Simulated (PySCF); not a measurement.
## TDDFT excited states: C5H10FNSi

Compound: C5H10FNSi.
Cartesian coordinates in Å at the GFN2-xTB level; atoms count from 1:
```xyz
18
C5H10FNSi angstrom
C     -2.717    1.025    0.252
N     -1.567    0.767   -0.173
C     -1.272   -0.488   -0.769
Si    -0.092   -1.435    0.411
C      1.322   -0.229    0.871
C      2.129    0.133   -0.318
C      2.047    1.219   -1.064
F      3.026   -0.834   -0.656
H     -3.573    0.345    0.174
H     -2.890    1.982    0.722
H     -0.740   -0.291   -1.702
H     -2.169   -1.083   -0.993
H     -0.808   -1.804    1.638
H      0.410   -2.627   -0.277
H      0.897    0.675    1.302
H      1.971   -0.696    1.611
H      2.680    1.359   -1.922
H      1.338    1.988   -0.826
```

Method used: TDDFT CAM-B3LYP/def2-SVPD, vertical, gas phase, core orbitals frozen in the response in PySCF 2.14.0, density-fitted response routines.

```tsv
state	λ (nm)	E (eV)	f	main configurations (H = HOMO, L = LUMO)
S1	251.2	4.94	0.0011	H-1→L (90%)
S2	185.1	6.70	0.045	H→L (83%)
S3	182.4	6.80	0.142	H→L+1 (66%), H→L+3 (15%)
S4	178.2	6.96	0.219	H-2→L (51%), H→L+2 (23%), H→L+3 (12%)
S5	175.5	7.06	0.175	H→L+2 (41%), H-2→L (26%)
S6	170.5	7.27	0.056	H-1→L+2 (42%), H-1→L+1 (32%), H-2→L (9%)
S7	165.1	7.51	0.032	H→L+3 (49%), H→L+2 (13%)
S8	161.6	7.67	0.047	H-1→L+1 (50%), H-1→L+2 (34%)
```

Triplets (Tamm–Dancoff): T1 4.13 eV, H-1→L (88%); T2 4.38 eV, H→L+1 (33%), H→L+2 (28%), H→L+4 (18%); T3 4.69 eV, H-2→L (77%), H-5→L (8%).

The lowest singlet comes at 251 nm (476 kJ/mol) in the ultraviolet; it is very weak; its leading configuration is HOMO-1→LUMO (90%). The most intense listed level is S4 at 6.96 eV (178 nm, f = 0.219), 2.02 eV above S1. Löwdin shares by element: HOMO carbon 71% or more, fluorine 8% (atoms not listed hold the other 21%); LUMO carbon 33% or more, nitrogen 31%, hydrogen 16% or more (atoms not listed hold the other 20%). Orbital energies (eV): HOMO-3 -10.97, HOMO-2 -9.49, HOMO-1 -8.89, HOMO -8.39, LUMO 0.57, LUMO+1 1.20, LUMO+2 1.42. The listed states span 2.74 eV, and the widest gap between neighbours is 1.76 eV (S1 to S2). The oscillator strengths of these states sum to 0.716; summed over the whole spectrum of an exact calculation they would give the number of electrons, 70 (Thomas–Reiche–Kuhn). Only the lowest 8 singlets were computed, as vertical energies without vibronic structure.

One conformer stands for the species.
